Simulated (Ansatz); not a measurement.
Nb6⁻. Total charge -1; doublet. Geometry PBE-D4/def2-SVPD.

| atom | x (Å) | y (Å) | z (Å) |
| --- | --- | --- | --- |
| Nb1 | -1.492 | -0.058 | -1.227 |
| Nb2 | 1.081 | 1.044 | -0.395 |
| Nb3 | 1.784 | -0.979 | 0.776 |
| Nb4 | -0.416 | -0.195 | 1.485 |
| Nb5 | -1.103 | 1.848 | 0.339 |
| Nb6 | 0.146 | -1.661 | -0.978 |

In the def2 sets Nb takes a core potential; there is no spin–orbit coupling. B3LYP takes the VWN-RPA correlation. At PBE-D4/def2-TZVPD, r2SCAN-D4/def2-TZVPD the highest occupied level of the charge -1 doublet lies above zero (up to 0.18 eV). It is a level of β spin, whose loss leaves a triplet; that state wasn't run at this geometry and level. The electron is either unbound and held by the finite basis, or the level is raised by self-interaction error. At r2SCAN-D4/def2-TZVPD, PBE0-D4/def2-TZVPD, BHLYP-D4/def2-TZVPD the charge -1 doublet is spin-contaminated (final ⟨S²⟩ up to 1.43, 0.75 for a pure state). No other spin state of charge -1 was run. The structure comes from a short search, and lower isomers may exist.

Task: Estimate the α-spin orbital energies around the gap (eV) in Ansatz with PBE-D4/def2-TZVPD, r2SCAN-D4/def2-TZVPD, B3LYP-D4/def2-TZVPD, PBE0-D4/def2-TZVPD, BHLYP-D4/def2-TZVPD.

Result: 
| orbital | PBE-D4/def2-TZVPD | r2SCAN-D4/def2-TZVPD | B3LYP-D4/def2-TZVPD | PBE0-D4/def2-TZVPD | BHLYP-D4/def2-TZVPD |
| --- | --- | --- | --- | --- | --- |
| HOMO−5 | -0.61 | -0.78 | -1.08 | -1.24 | -1.99 |
| HOMO−4 | -0.56 | -0.62 | -1.05 | -1.24 | -1.91 |
| HOMO−3 | -0.51 | -0.58 | -1.05 | -1.16 | -1.83 |
| HOMO−2 | -0.33 | -0.45 | -0.93 | -1.08 | -1.53 |
| HOMO−1 | 0.08 | -0.12 | -0.48 | -0.67 | -1.26 |
| HOMO | 0.10 | -0.06 | -0.29 | -0.43 | -0.71 |
| LUMO | 0.56 | 0.67 | 0.91 | 1.08 | 1.62 |
| LUMO+1 | 0.90 | 0.97 | 1.28 | 1.39 | 1.96 |
| LUMO+2 | 0.99 | 1.11 | 1.51 | 1.67 | 2.35 |
| LUMO+3 | 1.04 | 1.15 | 1.53 | 1.70 | 2.42 |
| LUMO+4 | 1.33 | 1.49 | 1.74 | 1.89 | 2.49 |
| LUMO+5 | 1.60 | 1.75 | 2.14 | 2.22 | 2.82 |
| β HOMO | 0.18 | 0.08 | -0.15 | -0.27 | -0.65 |
| β LUMO | 0.52 | 0.70 | 0.94 | 1.11 | 1.66 |
